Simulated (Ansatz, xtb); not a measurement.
## C3H4B2F2O2: which of two isomers lies lower

Structure X: `C=C=C(B(O)O)B(F)F`, a singlet. Structure Y: `FB(F)/C=C1/COBO1`, a singlet. Both are isolated molecules in the gas phase, relaxed with B3LYP/def2-SVP; the shapes shown needn't be the lowest conformers.

X (Å):

```xyz
13

C    -3.6706    0.9859   -1.1542
C    -2.4018    1.0813   -1.4412
C    -1.1133    1.1776   -1.7319
B    -0.2339   -0.1313   -1.9016
B    -0.5221    2.5968   -1.8930
F    -1.2162    3.7135   -1.7642
F     0.7789    2.7527   -2.1832
O    -0.8240   -1.3467   -1.7506
O     1.0969   -0.0740   -2.1948
H    -4.4252    0.9220   -1.9453
H    -4.0141    0.9598   -0.1146
H    -0.1922   -2.0676   -1.8757
H     1.4339    0.8273   -2.2853
```

Y (Å):

```xyz
13

C     0.5879    1.2784   -0.0332
C     0.1633    0.0847    0.4240
C    -1.2625   -0.4034    0.6198
B     2.0551    1.7063   -0.2072
B     0.2029   -2.0025    1.2199
F     2.3420    2.9208   -0.6680
F     3.0880    0.9282    0.0776
O    -1.1232   -1.7311    1.1261
O     0.9855   -0.9347    0.8065
H    -0.1993    1.9915   -0.2970
H    -1.8298   -0.4198   -0.3259
H    -1.8189    0.2176    1.3417
H     0.6614   -3.0337    1.6101
```

Task: Estimate which is lower in electronic energy at CCSD(T)/def2-SVP + ΔMP2/def2-TZVPP, and by roughly how much.

Result: The CCSD(T)/def2-SVP + ΔMP2/def2-TZVPP calculation puts structure X lower, by 15.5 kJ/mol.

Level by level:

```json
{"level": "GFN2-xTB", "geometry": "GFN2-xTB", "E(Y) − E(X) (kJ/mol)": "−141.5", "departure from the last row (kJ/mol)": "−157.0", "job, with rough time for the two": "optimisation, 0.28 s"}
{"level": "HF/STO-3G", "geometry": "GFN2-xTB", "E(Y) − E(X) (kJ/mol)": "−216.7", "departure from the last row (kJ/mol)": "−232.2", "job, with rough time for the two": "single point, 0.4 s"}
{"level": "r2SCAN-D4/def2-SVP", "geometry": "GFN2-xTB", "E(Y) − E(X) (kJ/mol)": "−1.1", "departure from the last row (kJ/mol)": "−16.6", "job, with rough time for the two": "single point, 4.1 s"}
{"level": "B3LYP/def2-SVP", "geometry": "B3LYP/def2-SVP", "E(Y) − E(X) (kJ/mol)": "+0.9", "departure from the last row (kJ/mol)": "−14.6", "job, with rough time for the two": "optimisation, 39 s"}
{"level": "HF/def2-SVP", "geometry": "B3LYP/def2-SVP", "E(Y) − E(X) (kJ/mol)": "+2.9", "departure from the last row (kJ/mol)": "−12.6", "job, with rough time for the two": "part of the CCSD(T) run"}
{"level": "MP2/def2-SVP", "geometry": "B3LYP/def2-SVP", "E(Y) − E(X) (kJ/mol)": "+8.8", "departure from the last row (kJ/mol)": "−6.7", "job, with rough time for the two": "part of the CCSD(T) run"}
{"level": "CCSD(T)/def2-SVP", "geometry": "B3LYP/def2-SVP", "E(Y) − E(X) (kJ/mol)": "+4.9", "departure from the last row (kJ/mol)": "−10.6", "job, with rough time for the two": "single point"}
{"level": "CCSD(T)/def2-SVP + ΔMP2/def2-TZVPP", "geometry": "B3LYP/def2-SVP", "E(Y) − E(X) (kJ/mol)": "+15.5", "departure from the last row (kJ/mol)": "", "job, with rough time for the two": "single point, 2 min"}
```

As drawn, Y has 1 C–C, 2 C–O, 1 C–H, 1 B–H in place of 1 C=C, 1 C–B, 2 O–H. Structure X has no ring, Y a 5-membered ring.

GFN2-xTB, HF/STO-3G put the two in the other order. r2SCAN-D4/def2-SVP, B3LYP/def2-SVP find them nearly level. The largest departure from CCSD(T)/def2-SVP + ΔMP2/def2-TZVPP is that of HF/STO-3G, 232.2 kJ/mol. The last row adds to CCSD(T) the change of the MP2 difference between the two basis sets, here +10.6 kJ/mol.

With thermal terms from frequencies at re-optimised GFN2-xTB minima (ideal gas, soft modes damped towards free rotors, one conformer each, 298.15 K, 1 atm): on the last row, ΔE + ΔZPE = +22.9, ΔH = +18.3, ΔG = +27.1 kJ/mol.

The correlated steps freeze 9 core orbitals. Codes used: Ansatz 0.2.0, xtb 6.7.1; the last row on 4 threads of Arm Neoverse V1 on a shared host.
